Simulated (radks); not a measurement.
Values are calculated unless marked as measured or tabulated.
Ionisation ladder of samarium, from Sm XXIII to Sm XLIV. Each ion is in the ground configuration listed by NIST, and IE = E(next ion) - E(this ion). Code: a radial shooting solver on a logarithmic mesh with Libxc functionals. Model: scalar-relativistic Kohn-Sham, PBE, spin-unpolarised, spherical densities, point nucleus.

species         configuration  IE, Delta-SCF (eV)  <r> HOMO (bohr)
Sm XXIII             [Kr] 4d4              699.81            0.578
Sm XXIV              [Kr] 4d3              739.21            0.571
Sm XXV               [Kr] 4d2              779.20            0.565
Sm XXVI              [Kr] 4d1                   ?            0.559
Sm XXVII                 [Kr]              989.01            0.545
Sm XXVIII   [Ar] 3d10 4s2 4p5              1031.0            0.541
Sm XXIX     [Ar] 3d10 4s2 4p4              1073.3            0.537
Sm XXX      [Ar] 3d10 4s2 4p3              1115.9            0.533
Sm XXXI     [Ar] 3d10 4s2 4p2                   ?            0.529
Sm XXXII    [Ar] 3d10 4s2 4p1              1201.7            0.525
Sm XXXIII       [Ar] 3d10 4s2              1342.0            0.510
Sm XXXIV        [Ar] 3d10 4s1              1386.8            0.506
Sm XXXV             [Ar] 3d10              2383.4            0.224
Sm XXXVI             [Ar] 3d9                   ?            0.221
Sm XXXVII            [Ar] 3d8              2586.7            0.219
Sm XXXVIII           [Ar] 3d7              2690.6            0.217
Sm XXXIX             [Ar] 3d6              2796.0            0.215
Sm XL                [Ar] 3d5              2902.8            0.213
Sm XLI               [Ar] 3d4              3011.1            0.211
Sm XLII              [Ar] 3d3              3120.7            0.209
Sm XLIII             [Ar] 3d2                   ?            0.207
Sm XLIV              [Ar] 3d1              3344.0            0.205

Estimate the withheld Delta-SCF values.

Answer. Sm XXVI: 819.77 eV (NIST 822); Sm XXXI: 1158.7 eV (NIST 1180); Sm XXXVI: 2484.3 eV (NIST 2466); Sm XLIII: 3231.7 eV (NIST 3253).

Beside tabulated values, note that spin-unpolarised runs miss the spin-polarisation part of the exchange energy of open shells.
